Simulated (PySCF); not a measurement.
trans-[OsO2Cl4]2- (charge -2 and singlet state).
Geometry (PBE0-D3(BJ)/def2-SVP, Å), atoms numbered from 1 in this order:
```
atom  x, y, z in Å
Os1    0.000    0.000    0.000
O2    -0.016   -0.006    1.728
O3     0.015    0.006   -1.728
Cl4    2.436    0.006    0.021
Cl5   -2.437   -0.005   -0.021
Cl6    0.000    2.436    0.009
Cl7    0.001   -2.437   -0.009
```

The calculation used PySCF 2.14.0, PBE0-D3(BJ)/def2-SVP geometry optimisation, gas phase, def2 core potentials past Kr.

(1) Which atoms are bound to Os1, and at what distances?

(2) List the angles at Os1.

(3) What is the shape at Os1?

(4) What are the rotational constants (commonest isotopes, rigid rotor)?

## Answers

(1) 6 atoms: O3 1.728 Å, O2 1.728 Å, Cl5 2.436 Å, Cl7 2.436 Å, Cl6 2.437 Å, Cl4 2.437 Å.

(2) 
```json
{"angle": "O2–Os1–O3", "degrees": "180.0", "distance of the outer atoms (Å)": "3.46"}
{"angle": "Cl6–Os1–Cl7", "degrees": "180.0", "distance of the outer atoms (Å)": "4.87"}
{"angle": "Cl4–Os1–Cl5", "degrees": "180.0", "distance of the outer atoms (Å)": "4.87"}
{"angle": "Cl4–Os1–Cl7", "degrees": "90.1", "distance of the outer atoms (Å)": "3.45"}
{"angle": "Cl5–Os1–Cl6", "degrees": "90.1", "distance of the outer atoms (Å)": "3.45"}
{"angle": "O2–Os1–Cl4", "degrees": "90.0", "distance of the outer atoms (Å)": "2.99"}
{"angle": "O2–Os1–Cl7", "degrees": "90.0", "distance of the outer atoms (Å)": "2.99"}
{"angle": "O3–Os1–Cl6", "degrees": "90.0", "distance of the outer atoms (Å)": "2.99"}
{"angle": "O3–Os1–Cl5", "degrees": "90.0", "distance of the outer atoms (Å)": "2.99"}
{"angle": "O2–Os1–Cl5", "degrees": "90.0", "distance of the outer atoms (Å)": "2.99"}
{"angle": "O2–Os1–Cl6", "degrees": "90.0", "distance of the outer atoms (Å)": "2.99"}
{"angle": "O3–Os1–Cl7", "degrees": "90.0", "distance of the outer atoms (Å)": "2.99"}
{"angle": "O3–Os1–Cl4", "degrees": "90.0", "distance of the outer atoms (Å)": "2.99"}
{"angle": "Cl5–Os1–Cl7", "degrees": "89.9", "distance of the outer atoms (Å)": "3.44"}
{"angle": "Cl4–Os1–Cl6", "degrees": "89.9", "distance of the outer atoms (Å)": "3.44"}
```

(3) Octahedral: the three widest angles are 180.0°, 180.0° and 180.0°, the others run from 89.9° to 90.1°.

(4) A = 991.1, B = 987.8, C = 608.6 MHz: an oblate symmetric top.

Point group: D4h (tolerance 0.08 Å). Charge -2, singlet. Whether so highly charged an anion holds all its electrons in the gas phase wasn't checked; a finite basis holds them in any case. The ion is multiply charged and computed without counter-ions or solvent. Not checked by PBE0-D3(BJ)/def2-SVP frequencies.
